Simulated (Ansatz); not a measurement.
One change: `CO[Si](F)(Cl)SC` becomes `CN[Si](F)(Cl)OC`.

Ansatz, PBE0-D4/def2-TZVP geometries, multiplicity 1. Each molecule was computed in one conformer, which needn't be the lowest.

```csv
property,`CO[Si](F)(Cl)SC`
HOMO–LUMO gap (PBE/def2-TZVPP) / eV,5.21
HOMO energy (PBE/def2-TZVPP) / eV,-6.14
HOMO energy (B3LYP/def2-TZVPP) / eV,-7.14
LUMO energy (PBE/def2-TZVPP) / eV,-0.92
size of the dipole moment (B3LYP/def2-TZVPP) / D,1.75
HOMO–LUMO gap (ωB97M-V/def2-TZVPP) / eV,11.52
```

Q: What does the change do to each property? (An estimate is asked.)

A: The calculation gave: 
```
                                        property  `CN[Si](F)(Cl)OC`  shift
             HOMO–LUMO gap (PBE/def2-TZVPP) / eV               5.89   0.68
               HOMO energy (PBE/def2-TZVPP) / eV              -6.01   0.13
             HOMO energy (B3LYP/def2-TZVPP) / eV              -7.20  -0.06
               LUMO energy (PBE/def2-TZVPP) / eV              -0.12   0.80
size of the dipole moment (B3LYP/def2-TZVPP) / D               3.11   1.36
         HOMO–LUMO gap (ωB97M-V/def2-TZVPP) / eV              11.99   0.47
```

With PBE0 the HOMO falls by 0.05 eV and the LUMO rises by 0.72 eV, so the gap widens by about 0.77 eV. PBE moves the HOMO by 0.13 eV and ωB97M-V by -0.19 eV. Dipoles are sizes alone; their direction can turn.

B3LYP here is the variant with VWN-RPA as its local correlation; programs differ in this.
